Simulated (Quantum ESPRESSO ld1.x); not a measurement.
The numbers below are computed, except where a source is named.
These are the eigenvalues of the occupied orbitals of an atom or ion with whole-number occupations (Ry). Level of theory: non-relativistic Kohn-Sham, PBE, spin-unpolarised, spherical densities, point nucleus (ld1.x of Quantum ESPRESSO 7.5).

| orbital | eigenvalue |
|---|---|
| 1s | -247.699 |
| 2s | -52.9238 |

Which element is it, and in what charge state? The configuration may be excited.

Answer. Z = 17, chlorine, charge +13: Cl13+ in [He] 2s2. The 1s level, -123.85 hartree, gives Z - s = 15.7 by -(Z - s)^2/2, which with screening narrows Z to a few neighbours, and the depths must fix Z and the occupations together.
